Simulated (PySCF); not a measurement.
**Calculated NMR data**

- NMR shieldings at PBE0/pcSseg-1/GIAO
- J couplings at B3LYP/pcJ-1 (spin–dipole term left out of most H,H and C,H couplings)
- geometry: PBE0-D3(BJ)/def2-SVP
- code: PySCF 2.14
- a single conformation, averaged over atoms made equivalent by symmetry, fast rotation or ring inversion, no relativistic terms, no solvent model

Referencing at the same level of theory: TMS for 1H (31.27 ppm), 13C (184.41 ppm). Multiplet labels drop J under 1 Hz and among equivalent protons, and merge close values. Unscaled 3J(H,H) run several per cent high. One-bond C–F couplings are unscaled and too large by tens of Hz. Shifts are as computed. Against solution values, carbons near 30 ppm lie about +2 ppm off and those near 130 ppm about +5 ppm; carbons on Br a further +13 ppm. Of 1211 compounds with measured shifts, 218 miss one by over three times the rms of a fit or turn the order of signals round; such compounds aren't used in these exercises. Spin–orbit coupling, which shields carbons bonded to Br, is absent.

**1.** `N#Cc1ccc(F)cc1`, C₇H₄FN. 1H NMR (400 MHz, computed): δ 7.76 (dd, J = 9.7, 4.8 Hz, 2H), 7.23 (dd, J = 9.7, 8.5 Hz, 2H). 13C{1H} NMR (computed): δ 172.2 (C, d, J = 326.3 Hz), 141.8 (CH, d, J = 6.6 Hz), 123.5 (C), 121.5 (CH, d, J = 20.1 Hz), 113.3 (C).

**2.** 1,4-dibromobenzene (Brc1ccc(Br)cc1, C₆H₄Br₂). 1H NMR (400 MHz, computed): δ 7.47 (s, 4H). 13C{1H} NMR (computed): δ 141.4 (C), 138.9 (CH).
